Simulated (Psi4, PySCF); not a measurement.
The Psi4 input:
```
memory 2 GB

molecule {
1 1
  Si    1.57259310   -0.32787865    0.43128443
  O     0.04546575   -0.19736209   -0.52085237
  Si   -1.59645535    0.44638018   -0.13762810
  H     2.51490900   -0.40711010   -0.67455778
  H     1.51112540    0.92190961    1.16707567
  H     1.34061387   -1.54617037    1.19083611
  H     0.08210873   -0.66697740   -1.36331658
  H    -2.19054693   -0.67297857    0.57578869
  H    -2.06000854    0.68633742   -1.49582128
  H    -1.22785623    1.60486461    0.65562572
}

set basis 6-31g**
set freeze_core true
set mp2_type conv
set scf_type pk
set puream true
set d_convergence 1e-8

energy('mp2')
print_variables()
```

**Question.** Write the same job for PySCF.

**Answer.** One answer among several that fit: 
```python
from pyscf import gto, scf, mp

mol = gto.M(
    atom='''
Si    1.57259310   -0.32787865    0.43128443
O     0.04546575   -0.19736209   -0.52085237
Si   -1.59645535    0.44638018   -0.13762810
H     2.51490900   -0.40711010   -0.67455778
H     1.51112540    0.92190961    1.16707567
H     1.34061387   -1.54617037    1.19083611
H     0.08210873   -0.66697740   -1.36331658
H    -2.19054693   -0.67297857    0.57578869
H    -2.06000854    0.68633742   -1.49582128
H    -1.22785623    1.60486461    0.65562572
''',
    basis='6-31g**',
    charge=1,
    verbose=3,
)

mf = scf.RHF(mol)
mf.kernel()

pt = mp.MP2(mf, frozen=11)
pt.kernel()
print('E(MP2) = %.10f' % pt.e_tot)
```

Both were run: Psi4 gave -656.943281 Eh and PySCF -656.943281 Eh, 0.000 mEh apart.
